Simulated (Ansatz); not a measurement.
```yaml
crystal:
  periodic: [false, false, false]
  atoms:
    - {symbol: C, position_ang: [-1.617350, -0.603266, -0.435699]}
    - {symbol: Al, position_ang: [0.124554, 0.283056, -0.521964]}
    - {symbol: C, position_ang: [1.817652, -0.689870, -0.538942]}
    - {symbol: S, position_ang: [0.249950, 1.358022, 1.806255]}
    - {symbol: Cl, position_ang: [0.125071, 2.196448, -1.500686]}
    - {symbol: H, position_ang: [-1.636955, -1.409134, 0.305414]}
    - {symbol: H, position_ang: [-2.429764, 0.091316, -0.203206]}
    - {symbol: H, position_ang: [-1.858607, -1.057565, -1.402810]}
    - {symbol: H, position_ang: [1.972258, -1.169004, -1.511601]}
    - {symbol: H, position_ang: [1.847265, -1.484634, 0.213609]}
    - {symbol: H, position_ang: [2.673323, -0.030800, -0.368450]}
    - {symbol: H, position_ang: [-0.877019, 2.070497, 1.641054]}
    - {symbol: H, position_ang: [-0.369977, 0.410335, 2.531824]}
basis:
  gaussian: {orbitals: def2-mTZVP, final_grid: {core_spheres: 1, valence_spheres: 1, degree: 5}}
hamiltonian: {xc: {name: PBE}}
```

```sh
$ ansatz run in.yaml --threads 4 --pin off --events-out ev --progress --plain --max-ram 10444MiB
```

Output, abridged:

```
Functional definition: PBE
1406 factors; their error is unknown
mean field evaluation 1: about -32127.3865 eV, gradient 9.1e1 eV
mean field evaluation 2: about -32061.6098 eV, gradient 1.4e2 eV
mean field evaluation 4: about -32145.7704 eV, gradient 1.5e1 eV
mean field evaluation 8: about -32146.3629 eV, gradient 1.6e-1 eV
mean field evaluation 16: about -32124.5204 eV, gradient 4.5e-2 eV
mean field -32124.52043131 eV, -1180.5543510685 hartree, gradient 7.0e-5 eV, S^2 0.000000; 0 other end points of the search recorded, 0 dependent functions left out
reference -32124.52075204 eV, -1180.5543628551 hartree; 33, 33 occupied and 95, 95 virtual orbitals, 1406 factors
Total energy: -32124.52075204 eV, -1180.5543628551 hartree
```

In this input the integration grid is far too coarse. The run converged. The result belongs to that input, not to the molecule as meant.
